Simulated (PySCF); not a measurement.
# Niobium: a sound run and one with changed settings

Sound run: Nb [Kr] 4d4 5s1, Nb⁺ [Kr] 4d4. Calculation: PySCF 2.14, in x2c-TZVPall; the spin-free X2C one-electron Hamiltonian (Gaussian nucleus). The sound run starts from symmetry-adapted Hartree-Fock orbitals and uses a fine grid where one is needed.

Changed run: initial guess sap, at most 3 SCF cycles. This setting is unsound on purpose.

```json
{"species": "Nb", "method": "UHF", "sound run (hartree)": "-3817.23462", "changed run (hartree)": "-3817.23375", "converged": "no"}
{"species": "Nb", "method": "B3LYP", "sound run (hartree)": "-3819.38179", "changed run (hartree)": "-3819.17660", "converged": "no"}
{"species": "Nb", "method": "PBE", "sound run (hartree)": "-3818.95338", "changed run (hartree)": "-3818.74506", "converged": "no"}
{"species": "Nb⁺", "method": "UHF", "sound run (hartree)": "-3817.01435", "changed run (hartree)": "-3817.01398", "converged": "no"}
{"species": "Nb⁺", "method": "B3LYP", "sound run (hartree)": "-3819.12743", "changed run (hartree)": "-3819.11245", "converged": "no"}
{"species": "Nb⁺", "method": "PBE", "sound run (hartree)": "-3818.69227", "changed run (hartree)": "-3818.66281", "converged": "no"}
```

The SCF was stopped early; the energies are upper bounds that still move, and correlated levels were skipped or rest on poor orbitals.
